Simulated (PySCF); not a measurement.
# Electron correlation in Cl⁺ (chlorine, charge +1)

[Ne] 3s2 3p4, high-spin 3P determinant. Computed with PySCF 2.14 in x2c-TZVPall, with scalar relativity by spin-free X2C-1e. Frozen: [Ne]; 6 electrons correlated.

MP2 pair energies summed by pair of shells (mhartree):

| pair | energy | share (%) |
| --- | --- | --- |
| 3p-3p | -56.74 | 47.0 |
| 3s-3p | -54.92 | 45.5 |
| 3s-3s | -9.10 | 7.5 |

Total MP2 correlation energy: -120.76 mhartree.

Same-spin part -28.05 and opposite-spin part -92.71 mhartree; SCS-MP2 scales them by 1/3 and 6/5 to -120.60 mhartree.

```csv
level,correlation energy (mhartree)
CCSD,-146.27
(T),-4.30
CCSD(T),-150.57
```

Diagnostics: T1 = 0.0086, D1 = 0.0278, largest double amplitude 0.059.

Cost of the coupled-cluster step: 0.51 s of wall time on 1 thread of Neoverse-V1 (shared host), for 6 correlated electrons.
